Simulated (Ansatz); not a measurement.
Cost and result for the atomization energy of C$_{3}$H$_{6}$B$_{2}$, SMILES `CBC1=CB1` (11 atoms, 11 bonds).

Cartesian coordinates in Å:
```
C 0.7896 0.8153 1.4410
B 0.6611 -0.4001 0.4689
C -0.2506 -0.4074 -0.7156
C -0.5932 -0.2174 -2.0153
B -1.6486 -0.7220 -1.1840
H 0.5759 0.5034 2.4691
H 0.1664 1.6755 1.1947
H 1.8385 1.1376 1.4545
H 1.2681 -1.4110 0.6951
H -0.0775 0.1351 -2.8973
H -2.7299 -1.1090 -0.9111
```

Charge 0, multiplicity 1. The structure was optimised at the PBE0-D4/def2-TZVP level. It is one conformer, not always the lowest. Program: Ansatz. All runs use 2 threads of an AMD EPYC 7B13 on a shared host. Times are those of one run each, without the atoms' runs, and a repeat can differ threefold. Electronic energies, without spin–orbit coupling; frozen cores. CCSD(T)/CBS adds CCSD(T) − MP2 in def2-TZVPP to the MP2 limit, and its time is that of the two runs behind it. T1 = 0.012. B3LYP takes the VWN-RPA correlation (the form of Gaussian; ORCA's B3LYP/G).

CCSD(T)/CBS is a level of theory with its own doubt, some kJ/mol a heavy atom from the limit and from the frozen cores, so smaller differences don't rank the functionals.

```csv
level,functions,wall time
revPBE-D4/def2-TZVPP,239,2.3 s
PBE0-D4/def2-TZVPP,239,3 s
BHLYP-D4/def2-TZVPP,239,3.3 s
r2SCANh-D4/def2-TZVPP,239,4.7 s
CCSD(T)/def2-SVP,100,4.8 s
r2SCAN-D4/def2-TZVPP (with forces),239,4.9 s
B3LYP-D4/def2-TZVPP (with forces),239,6 s
ωB97X-V/def2-TZVPP,239,8 s
B97M-V/def2-TZVPP,239,8.5 s
ωB97M-V/def2-TZVPP (with forces),239,12 s
MP2/def2-QZVPP,465,25 s
CCSD(T)/def2-TZVPP,239,5.3 min
CCSD(T)/CBS(def2),–,5.7 min
```

Problem. What atomization energy does each give, and how far from CCSD(T)/CBS? (Best estimate.)

Solution. The calculation gave: 
```
                             level  atomization (kJ/mol)  difference from CCSD(T)/CBS  per bond
              revPBE-D4/def2-TZVPP                4565.6                         50.0       4.5
                PBE0-D4/def2-TZVPP                4616.1                        100.5       9.1
               BHLYP-D4/def2-TZVPP                4468.5                        -47.1      -4.3
             r2SCANh-D4/def2-TZVPP                4579.7                         64.1       5.8
                  CCSD(T)/def2-SVP                4368.3                       -147.3     -13.4
r2SCAN-D4/def2-TZVPP (with forces)                4600.9                         85.3       7.8
 B3LYP-D4/def2-TZVPP (with forces)                4572.1                         56.5       5.1
                ωB97X-V/def2-TZVPP                4558.2                         42.6       3.9
                 B97M-V/def2-TZVPP                4601.4                         85.8       7.8
  ωB97M-V/def2-TZVPP (with forces)                4577.7                         62.1       5.6
                    MP2/def2-QZVPP                4573.7                         58.1       5.3
                CCSD(T)/def2-TZVPP                4420.5                        -95.1      -8.6
                 CCSD(T)/CBS(def2)                4515.6                          0.0       0.0
```

From r2SCAN to r2SCAN0 (25 % exact exchange), in def2-TZVPP and without D4, the atomization energy moves by −51.9 kJ/mol: exact exchange takes away binding that semilocal exchange gives to molecules. In def2-TZVPP, CCSD(T) changes the Hartree–Fock value by +909.6 kJ/mol (the triples alone add +62.5 kJ/mol) and MP2 by +1006.9 kJ/mol; breaking electron pairs costs correlation energy, which Hartree–Fock lacks. At CCSD(T), def2-SVP lies −147.3 kJ/mol from the extrapolated value and def2-TZVPP −95.1 kJ/mol: correlation converges slowly with the basis, and small sets miss more of it in the bonded molecule than in its fragments.
